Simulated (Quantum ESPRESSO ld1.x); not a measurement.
Species: Sc+. Configuration: [Ar] 4s1 5s1 (not the ground configuration). Method: Dirac Kohn-Sham, PBEsol, spin-unpolarised, spherical densities, point nucleus; computed with ld1.x of Quantum ESPRESSO 7.5.

Unscreened Slater integrals over Kohn-Sham orbitals (cm^-1). Large and small components are both included. Empty in this configuration: 4f5/2, 4f7/2, 4p3/2, 6s1/2.

integral,value
"F0(6s1/2,6s1/2)",15903
"F0(6s1/2,4f7/2)",18398
"G3(6s1/2,4f7/2)",2778.5
"F0(6s1/2,4f5/2)",18398
"G3(6s1/2,4f5/2)",2778.4
"F0(6s1/2,5s1/2)",19124
"G0(6s1/2,5s1/2)",1273.7
"F0(6s1/2,4p3/2)",20956
"G1(6s1/2,4p3/2)",1052.0
"F0(4f7/2,4f7/2)",24595
"F2(4f7/2,4f7/2)",13656
"F4(4f7/2,4f7/2)",9108.7
"F6(4f7/2,4f7/2)",6737.6
"F0(4f7/2,4f5/2)",24595
"F2(4f7/2,4f5/2)",13656
"F4(4f7/2,4f5/2)",9108.8
"G2(4f7/2,4f5/2)",13656
"G4(4f7/2,4f5/2)",9108.6
"G6(4f7/2,4f5/2)",6737.5
"F0(4f7/2,5s1/2)",26456
"G3(4f7/2,5s1/2)",10833
"F0(4f7/2,4p3/2)",30140
"F2(4f7/2,4p3/2)",9794.9
"G2(4f7/2,4p3/2)",5871.3
"G4(4f7/2,4p3/2)",3861.9
"F0(4f5/2,4f5/2)",24595
"F2(4f5/2,4f5/2)",13656
"F4(4f5/2,4f5/2)",9108.8
"F0(4f5/2,5s1/2)",26456
"G3(4f5/2,5s1/2)",10833
"F0(4f5/2,4p3/2)",30141
"F2(4f5/2,4p3/2)",9795.3
"G2(4f5/2,4p3/2)",5871.5
"G4(4f5/2,4p3/2)",3862.0
"F0(5s1/2,5s1/2)",29061
"F0(5s1/2,4p3/2)",34929
"G1(5s1/2,4p3/2)",4167.5
"F0(4p3/2,4p3/2)",54810
"F2(4p3/2,4p3/2)",28933
